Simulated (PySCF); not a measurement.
**Radial density of Sr⁺ (strontium, charge +1)**

BP86, [Kr] 5s1, 2S determinant. Computed with PySCF 2.14 in aug-cc-pVDZ-X2C (7s6p4d, 45 functions), with scalar relativity by spin-free X2C-1e.

```
r (bohr)  4πr²ρ (e/bohr)  4πr²(ρα − ρβ)
  0.0286           47.60         0.0022
  0.0481           40.36        -0.0006
  0.0809           46.61         0.0034
   0.136           56.43         0.0070
   0.229           34.23         0.0010
   0.385           41.55         0.0181
   0.648           20.39         0.0042
    1.09           7.572         0.0509
    1.83           3.981         0.0077
    3.08          0.5953         0.3161
    5.19          0.1671         0.1654
    8.72        0.001827         0.0018
    14.7       5.198e-05         0.0000
```

Densities and radii are taken from the X2C orbitals without a picture-change correction, which distorts them close to the nucleus.
